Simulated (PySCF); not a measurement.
Compound: (CH3CH2)2CF2, C5H10F2.
Atom-mapped SMILES: `[CH3:1][CH2:2][C:3]([F:4])([F:5])[CH2:6][CH3:7]` (hydrogens: H8, H9, H10 on C1; H11, H12 on C2; H13, H14 on C6; H15, H16, H17 on C7)

Torsions of this conformer, `[CH3:1][CH2:2][C:3]([F:4])([F:5])[CH2:6][CH3:7]`: C1–C2–C3–F4 58°, C2–C3–C6–C7 62°.

The closed-shell ground state was solved at several levels (PySCF, density fitting, gas phase, non-relativistic). The structure is a single PBE0-D3(BJ)/def2-TZVP conformer in the gas phase; no vibrational or solvent corrections.

```tsv
level	basis functions	total energy (Eh)	HOMO (eV)	LUMO (eV)	gap (eV)	dipole (D)
PBE0/pcSseg-2	392	-395.9874	-9.03	0.57	9.60	2.32
wB97X-D/pcSseg-2	392	-396.3027	-10.94	2.27	13.21	2.34
KT3/pcSseg-2	392	-401.9529	-7.61	-0.31	7.30	2.19
```

Question: What might B97-2/pcSseg-2 (392 basis functions) give for the same quantities?

Answer: Total energy -396.2873 Eh, HOMO -8.76 eV, LUMO 0.61 eV, gap 9.37 eV, dipole 2.30 D.

Question: Over all these levels, which gives the widest orbital gap and which the narrowest?

Answer: wB97X-D/pcSseg-2 (range-separated hybrid) has the widest, 13.21 eV, and KT3/pcSseg-2 (GGA) the narrowest, 7.30 eV. From the narrowest to the widest the HOMO moves by -3.33 eV and the LUMO by +2.58 eV.

Question: In the pcSseg-2 basis, how does the gap go with the fixed share of exact exchange?

Answer: KT3 (0 %) 7.30 eV; B97-2 (21 %) 9.37 eV; PBE0 (25 %) 9.60 eV. Each rise in the share widens the gap here.

Question: How far do the dipole and the HOMO energy spread over the levels?

Answer: The dipole runs from 2.19 to 2.34 D (mean 2.29 D) and the HOMO from -10.94 to -7.61 eV.

The pairwise dispersion term of wB97X-D wasn't added to the energies; at a given geometry it leaves orbitals and properties as they are.
